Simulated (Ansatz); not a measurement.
`[SH][SnH]([Cl])[Cl]` → HCl + `[SH][Sn][Cl]`  (stannylene formation by 1,1-elimination)

Computed with Ansatz on PBE0-D4/def2-TZVP structures; ΔE is electronic, products minus reactants. CCSD(T)/CBS adds triple-zeta CCSD(T) − MP2 to the extrapolated MP2 energy (def2 sets, frozen cores). This one scheme is used for every species. Functionals use def2-TZVPP. HSE06 is defined as in plane-wave codes. def2 core potentials past Kr. For Sn outer-core shells are correlated without core-valence functions, which leaves a few kJ/mol of doubt a bond. Each species was taken in one conformer, which may not be the lowest.

`[SH][SnH]([Cl])[Cl]`:

Cartesian coordinates in Å:
```
S 0.980 0.477 1.611
Sn -0.069 0.084 -0.484
Cl -1.941 -1.236 -0.144
Cl -0.769 2.156 -1.224
H 0.931 -0.828 1.935
H 0.868 -0.652 -1.693
```

HCl:

```xyz
2

Cl    0.441    0.311   -0.343
H    -0.441   -0.311    0.343
```

`[SH][Sn][Cl]`:

Z-matrix (Å, degrees):
```
S
Sn 1 2.427
H 1 1.344 2 93.1
Cl 2 2.379 1 96.5 3 -0.0
```

**Question.** Is it downhill or uphill in electronic energy at CCSD(T)/CBS, and by how much? (An estimate is asked.)

**Answer.** The calculation gave: Uphill: ΔE = +12.6 kcal/mol.

**Question.** What do these levels give: LDA (SPW92), revPBE-D4, r2SCANh-D4, BHLYP-D4, ωB97X-V, r2SCAN0, HSE06, MP2/def2-SVP, CCSD(T)/def2-SVP, HF/def2-TZVPP, SCS-MP2/def2-TZVPP, HF/def2-QZVPP? (An estimate is asked.)

**Answer.** Computed: LDA (SPW92) 12.4, revPBE-D4 6.2, r2SCANh-D4 12.7, BHLYP-D4 12.1, ωB97X-V 15.1, r2SCAN0 13.3, HSE06 10.4, MP2/def2-SVP 15.1, CCSD(T)/def2-SVP 11.8, HF/def2-TZVPP 13.2, SCS-MP2/def2-TZVPP 10.5, HF/def2-QZVPP 13.5 kcal/mol.

Largest T1 diagnostic among the species: 0.015.

From PBE to PBE0 (25 % exact exchange), in def2-TZVPP and without D4, ΔE moves by +4.5 kcal/mol. In def2-TZVPP, CCSD(T) changes the Hartree–Fock value by −1.2 kcal/mol (the triples alone add +0.3 kcal/mol) and MP2 by −1.6 kcal/mol.
